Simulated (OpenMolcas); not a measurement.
Ag2+ among 6 point charges of -1 e arranged as a trigonal prism (D3h), 1.95 Å from the ion, with a polar angle of 52.0° against the regular 49.1°.
```
   1.5376    0.0000    1.1993  -1.00
  -0.7688    1.3316    1.1993  -1.00
  -0.7688   -1.3316    1.1993  -1.00
   1.5376    0.0000   -1.1993  -1.00
  -0.7688    1.3316   -1.1993  -1.00
  -0.7688   -1.3316   -1.1993  -1.00
```

```yaml
Program: OpenMolcas
Method: "SS-CASPT2, IPEA 0.25 Eh, imaginary shift 0.1 Eh (closed shells correlated: 4s 4p)"
Basis: ANO-RCC-VDZP [6s5p3d1f]
Scalar_Hamiltonian: DKH2, point nucleus
Active_space: 9 electrons in 5 orbitals (4d)
State_averaging: 2S+1 = 2 even, 5 roots
Spin-orbit_coupling: RASSI with atomic mean-field integrals over the reference wave functions
```

**Question.** What is the spin-free ground state (labels of D3, the rotations of D3h)?

**Answer.** 2E, 2-fold in its orbital part, 100 % from free-ion D terms; it has the highest spin that d9 allows.

**Question.** Where is the first state of the same spin?

**Answer.** 2A1 at 3030 cm-1 above the ground state.

**Question.** What are the lowest two levels with spin-orbit coupling?

**Answer.** A 2-fold level E3/2 with g = 0.00, 0.00, 3.87, then a 2-fold level E1/2 930 cm-1 above it. Their leading multiplicities are 2 (100 %) and 2 (100 %).

**Question.** What is χT at 300 K, and how does it compare with the textbook value?

**Answer.** The lowest level has 2S+1 = 2, for which the spin-only value is χT = S(S+1) / 2 = 0.375 cm3 K/mol (g = 2). The computed 0.823 at 300 K differs by +0.448, through orbital momentum, spin-orbit coupling and any other state in reach.

Roots that are degenerate in the reference are averaged as groups; the widest CASPT2 spread within a group is 68 cm-1 (the 2-fold group of multiplicity 2 near 3630 cm-1 above the lowest state of its run). Shifts and gaps below about the spread of the groups concerned are not significant. An orbital doublet at a regular site is open to a Jahn-Teller distortion, which this geometry leaves out. The ground term spreads over less than 5000 cm-1, several times less than with real ligands, so orbital moments are less quenched and χT lies further from the spin-only value than at real sites. Free-ion shares, where given, are those of the reference states; single-state CASPT2 does not remix them. Point charges carry no covalency, so the field is a model and not that of real ligands. No measured value stands beside these numbers.
